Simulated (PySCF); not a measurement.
## [Gd(H2O)3]3+: from a saddle point downhill

PySCF 2.14.0, RKS B3LYP, Gd lcecp-1-SVP with ECP53, O def2-SVP, H def2-SVP; non-relativistic Hamiltonian with scalar-relativistic core potentials where named; density fitting; no spin-orbit coupling. Relaxed within the symmetry of its start, the geometry (D3h) is

```xyz
10

Gd    0.0000    0.0000    0.0000
O     2.3019    0.0000    0.0000
H     2.9213    0.0000    0.7737
H     2.9213    0.0000   -0.7737
O    -1.1510    1.9935    0.0000
H    -1.4606    2.5299    0.7737
H    -1.4606    2.5299   -0.7737
O    -1.1509   -1.9935    0.0000
H    -1.4606   -2.5299    0.7737
H    -1.4606   -2.5299   -0.7737
```

and its lowest harmonic modes are -204, -186, -186, -50, 50, 50 cm⁻¹ (negative: unstable). It was moved along the lowest mode and relaxed again, within the group D3 that the move left.

Task: Where does it end, and how much lower?

Result: In D3, 0.139 eV lower, after 27 steps:
```xyz
10

Gd    0.0000    0.0000    0.0000
O     2.2892    0.0000    0.0000
H     2.9078   -0.7561    0.1693
H     2.9078    0.7562   -0.1693
O    -1.1446    1.9825    0.0000
H    -0.7991    2.8963    0.1693
H    -2.1088    2.1402   -0.1693
O    -1.1446   -1.9825    0.0000
H    -2.1088   -2.1402    0.1693
H    -0.7991   -2.8963   -0.1693
```

Task: How do the contacts change?

Result: 
| contact | saddle (Å) | end (Å) |
| --- | --- | --- |
| Gd1–O2 (H2O) | 2.302 | 2.289 |
| Gd1–O5 (H2O) | 2.302 | 2.289 |
| Gd1–O8 (H2O) | 2.302 | 2.289 |


Task: Is the end a minimum?

Result: Yes, as far as the noise of the softest modes lets one tell (those above −25 cm⁻¹ count as noise); lowest modes -18, 73, 73, 89, 106, 106 cm⁻¹.

An lcecp potential fixes the number of 4f electrons, so in runs with it no electron can move into or out of that shell.

State: singlet in the valence, with the 4f electrons in the core potential.
